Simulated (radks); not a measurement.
Ce, configuration [Xe] 4f1 5d1 6s1 6p1 (not the ground configuration). Calculated with a radial shooting solver on a logarithmic mesh with Libxc functionals: Dirac Kohn-Sham, PBE, spin-unpolarised, spherical densities, point nucleus; open shells are shared between the two j in proportion to 2j + 1. Some entries of the table are withheld. Estimate them.

orbital,occ.,eigenvalue (eV),<1/r> (bohr^-1),<r^2> (bohr^2)
1s1/2,2,-40237.15,63.36,0.0008207
2s1/2,2,-6440.752,14.93,0.01300
2p1/2,2,-6080.715,14.91,0.009534
2p3/2,4,-5634.111,13.51,0.01080
3s1/2,2,-1387.816,5.389,0.08862
3p1/2,2,-1235.436,5.302,0.08352
3p3/2,4,-1147.669,4.952,0.09106
3d3/2,4,(1),4.817,(2)
3d5/2,6,(3),4.728,(4)
4s1/2,2,-281.7337,2.233,0.4583
4p1/2,2,(5),2.129,(6)
4p3/2,4,(7),2.015,(8)
4d3/2,4,-113.4357,1.797,0.6330
4d5/2,6,-110.1333,1.768,0.6495
5s1/2,2,-41.6687,0.8762,2.586
5p1/2,2,-26.2462,0.7740,3.277
5p3/2,4,-23.4942,0.7334,3.598
4f5/2,0.428571,-6.6883,1.216,1.586
4f7/2,0.571429,-6.3558,1.205,1.625
6s1/2,1,-4.3640,0.2946,20.70
5d3/2,0.4,-4.0780,(9),9.552
5d5/2,0.6,-3.8633,(10),10.01
6p1/2,0.333333,-2.0009,0.2253,34.85
6p3/2,0.666667,-1.8053,0.2145,38.25

Answer. 
(1) 3d3/2 eigenvalue (eV): -881.4123
(2) 3d3/2 <r^2> (bohr^2): 0.07457
(3) 3d5/2 eigenvalue (eV): -862.5672
(4) 3d5/2 <r^2> (bohr^2): 0.07671
(5) 4p1/2 eigenvalue (eV): -225.1464
(6) 4p1/2 <r^2> (bohr^2): 0.4896
(7) 4p3/2 eigenvalue (eV): -206.2979
(8) 4p3/2 <r^2> (bohr^2): 0.5308
(9) 5d3/2 <1/r> (bohr^-1): 0.4676
(10) 5d5/2 <1/r> (bohr^-1): 0.4571
